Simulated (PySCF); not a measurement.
## Computed vibrations of Hf(SH)4

Hf(SH)4 (singlet). PySCF 2.14.0, RKS PBE0, Hf def2-SVP with ECP60, S def2-SVP, H def2-SVP; non-relativistic Hamiltonian with scalar-relativistic core potentials where named; density fitting; no spin-orbit coupling. Central differences of gradients.

```xyz
9

Hf    0.0000    0.0000    0.0000
S     1.3422    1.4820    1.3832
H     1.7792    0.4314    2.1232
S    -1.3422   -1.4820    1.3832
H    -1.7792   -0.4314    2.1232
S     1.4820   -1.3422   -1.3832
H     0.4313   -1.7791   -2.1233
S    -1.4820    1.3422   -1.3832
H    -0.4313    1.7791   -2.1233
```

Run from Python with OMP_NUM_THREADS=2. Where DIIS fails, smearing, a level shift and second-order steps follow.
It took 2.8 min on 2 threads of Arm Neoverse V2, with other jobs on the host.

Problem. What are the harmonic wavenumbers and infrared intensities?

Solution. Negative numbers are unstable modes, those under 60 cm⁻¹ near the noise; a finer grid moves soft modes by up to 10 cm⁻¹.
```csv
cm⁻¹,km/mol,symmetry
73,6.0,
74,5.8,
84,0.4,
94,0.0,
95,5.5,
136,18.7,
138,18.9,
234,0.2,
242,51.4,
339,0.0,
344,42.5,
344,42.5,
362,39.1,
493,28.6,
494,0.0,
494,28.6,
509,57.6,
2674,3.4,
2674,6.5,
2675,3.4,
2675,2.7,
```

Problem. Is this a minimum?

Solution. Yes. Ideal gas at 298.15 K and 1 bar: S = 451.1 J/(mol K), Cp = 152.7 J/(mol K), H − H(0 K) = 32.3 kJ/mol (rigid rotor, harmonic modes, spin degeneracy alone).
